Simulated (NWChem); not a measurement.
System: VSCl2F; SMILES [F][V](=[S])([Cl])[Cl]

Input file for NWChem:

```
start job
memory heap 200 mb stack 900 mb global 1100 mb
geometry units angstroms
  V      0.046295     0.124421     0.229379
  S      1.741225    -0.619184    -0.620871
  F      0.530086     0.851756     1.626523
  Cl    -0.749516     1.371379    -1.127136
  Cl    -1.175890    -1.446566     0.487464
end
basis spherical
  * library def2-svp
end
dft
  xc pbe0
  iterations 150
end
driver
  maxiter 120
end
task dft optimize
task dft freq
```

The level has its own optimisation; frequencies are unscaled.

### Question
Predict the main results of this run. (PBE0/def2-SVP.) Quantities: r S–V (Å); r F–V (Å); r Cl–V (Å); highest harmonic frequency (cm⁻¹); lowest (cm⁻¹); zero-point energy (kcal/mol); dipole (D).

### Answer
```
Property                           Value
---------------------------------  -----
r S–V (Å)                          1.972
r F–V (Å)                          1.693
r Cl–V (Å)                         2.124
highest harmonic frequency (cm⁻¹)    816
lowest (cm⁻¹)                        134
zero-point energy (kcal/mol)         4.8
dipole (D)                          0.54
```
